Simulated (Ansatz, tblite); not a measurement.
Adding an electron: Si₅H₃⁺. Total charge 1; singlet. Geometry: PBE-D4/def2-SVP. Ansatz, gas phase; energy differences of separate SCF runs; the reduced species was run as a doublet alone.

```csv
atom,x (Å),y (Å),z (Å)
Si1,-1.3851,-0.5040,0.0889
Si2,2.1634,-0.3531,-1.1667
Si3,-1.3631,0.6061,-1.9688
Si4,0.4406,1.1439,-0.4701
Si5,0.7664,-1.1425,0.5389
H6,-2.4957,-0.5833,1.1032
H7,0.6958,2.5453,0.0031
H8,1.1778,-1.7124,1.8715
```

The xTB rows come from tblite. B3LYP takes the VWN-RPA correlation. The structure comes from a short search, and lower isomers may exist.

```csv
level,−HOMO (eV),−LUMO (eV),vertical EA (eV),HOMO–LUMO gap (eV),remarks
GFN1-xTB,13.53,12.75,10.71,0.78,–
GFN2-xTB,11.93,10.95,8.50,0.98,–
PBE-D4/def2-TZVP,10.43,8.86,6.67,1.58,–
B3LYP-D4/def2-TZVP,11.02,8.22,6.58,2.80,restricted SCF unstable in HF (+1 singlet)
PBE0-D4/def2-TZVP,11.25,8.15,6.66,3.10,restricted SCF unstable in HF (+1 singlet)
```

  Raw xTB energy differences between charge states are shifted by several eV; the methods need an empirical correction for them.
